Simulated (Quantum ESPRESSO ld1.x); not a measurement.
These are the eigenvalues of the occupied orbitals of an atom or ion with whole-number occupations (eV). All-electron calculation, scalar-relativistic Kohn-Sham, PBE, spin-unpolarised, spherical densities, point nucleus. Program: ld1.x of Quantum ESPRESSO 7.5.

orbital  eigenvalue
1s         -71675.5
2s         -12433.4
2p         -10850.1
3s         -2884.53
3p         -2417.76
3d         -1889.03
4s         -608.118
4p         -455.045
4d         -263.094
5s         -93.0245
5p         -54.8110
4f         -50.0695
5d         -12.9420
6s         -12.6833

Which element is it, and in what charge state? The configuration may be excited.

Answer. Z = 75, rhenium, charge +1: Re+ in [Xe] 4f14 5d5 6s1. The list shows which subshells hold electrons but not how many an open one holds; the 1s level, -2634 hartree, gives Z - s = 72.6 by -(Z - s)^2/2, which with screening and relativity narrows Z to a few neighbours, and the depths of the outer levels then fix element, charge and occupations together.
